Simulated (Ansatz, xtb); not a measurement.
**Two isomers of C4H3F3N2**

Structure I is `FC(F)(F)c1cn[nH]c1`, a singlet and structure II is `FC(F)(F)n1cccn1`, a singlet. Both are isolated molecules in the gas phase, relaxed with B3LYP/def2-SVP.

Quicker runs give these differences E(II) − E(I): GFN2-xTB +2.0 kcal/mol; HF/STO-3G −1.2 kcal/mol (at GFN2-xTB geometries); r2SCAN-D4/def2-SVP +4.7 kcal/mol (at GFN2-xTB geometries).

Estimate which is lower in electronic energy at CCSD(T)/def2-SVP + ΔMP2/def2-TZVPP, and by roughly how much.

The CCSD(T)/def2-SVP + ΔMP2/def2-TZVPP calculation puts structure I lower, by 5.5 kcal/mol.

How the difference moves with the method:

```
                             level        geometry  E(II) − E(I) (kcal/mol)  departure from the last row (kcal/mol)  job, with rough time for the two
                          GFN2-xTB        GFN2-xTB                      +2.0                                    −3.6              optimisation, 0.55 s
                         HF/STO-3G        GFN2-xTB                      −1.2                                    −6.7               single point, 3.9 s
                r2SCAN-D4/def2-SVP        GFN2-xTB                      +4.7                                    −0.8                single point, 15 s
                    B3LYP/def2-SVP  B3LYP/def2-SVP                      +4.9                                    −0.7             optimisation, 9.8 min
                       HF/def2-SVP  B3LYP/def2-SVP                      +3.7                                    −1.8           part of the CCSD(T) run
                      MP2/def2-SVP  B3LYP/def2-SVP                      +4.9                                    −0.7           part of the CCSD(T) run
                  CCSD(T)/def2-SVP  B3LYP/def2-SVP                      +4.1                                    −1.5                      single point
CCSD(T)/def2-SVP + ΔMP2/def2-TZVPP  B3LYP/def2-SVP                      +5.5                                                     single point, 5.2 min
```

As drawn, II has 1 C–N, 1 C–H in place of 1 C–C, 1 N–H.

HF/STO-3G puts the two in the other order. The largest departure from CCSD(T)/def2-SVP + ΔMP2/def2-TZVPP is that of HF/STO-3G, 6.7 kcal/mol. A small imaginary or near-zero mode remains, so no thermal terms are given. The last row adds to CCSD(T) the change of the MP2 difference between the two basis sets, here +1.5 kcal/mol.

The correlated steps freeze 9 core orbitals. Codes used: Ansatz 0.2.0, xtb 6.7.1; the last row on 2 threads of Intel(R) Xeon(R) Processor @ 2.50GHz (Skylake/Cascade Lake) on a shared host.
